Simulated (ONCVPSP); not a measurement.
## Transferability test, ONCV potential for titanium

titanium (Ti), optimised norm-conserving Vanderbilt (ONCV), made with ONCVPSP 4.0.1 (LDA (Perdew-Zunger), scalar-relativistic). Core [Ne], reference 3s2 3p6 3d2 4s2. Waves: 3s+4s: rc 1.55 bohr, ncon 4, nbas 7, qcut 6.8 1/bohr, 2 projectors; 3p: rc 1.60 bohr, ncon 3, nbas 8, qcut 8.3 1/bohr, 2 projectors, debl 3.6 Ha; 3d: rc 2.20 bohr, ncon 3, nbas 8, qcut 6.6 1/bohr, 1 projector. Local part: polynomial inside 1.20 bohr (lpopt 3, dvloc0 1 Ha). Core correction: Teter function fitted to the true core (icmod 2), fcfact 0.25.

Energies are relative to the spin-unpolarised reference configuration 3s2 3p6 3d2 4s2; without spin polarisation the order of configurations can differ from experiment.

| valence configuration | charge | ΔE all-electron (eV) | error AE − PS (meV) |
| --- | --- | --- | --- |
| 3s2 3p6 3d2 4s0 | +2 | 21.336 | -1.8 |
| 3s2 3p6 3d2.5 4s1.5 | 0 | 0.324 | +16 |

**Question.** What are ΔE and the potential's error for 3s2 3p6 3d2 4s1?

**Answer.** ΔE = 7.536 eV all-electron; the error (AE − PS) is 0.0 meV.

**Question.** What are ΔE and the potential's error for 3s2 3p6 3d1 4s0?

**Answer.** ΔE = 48.525 eV all-electron; the error (AE − PS) is +162 meV.

Levels in the configuration 3s2 3p6 3d2.5 4s1.5:

```csv
level,all-electron (eV),pseudo (eV)
3s,-60.364,-60.411
3p,-36.971,-36.992
3d,-3.078,-3.116
4s,-4.187,-4.171
```
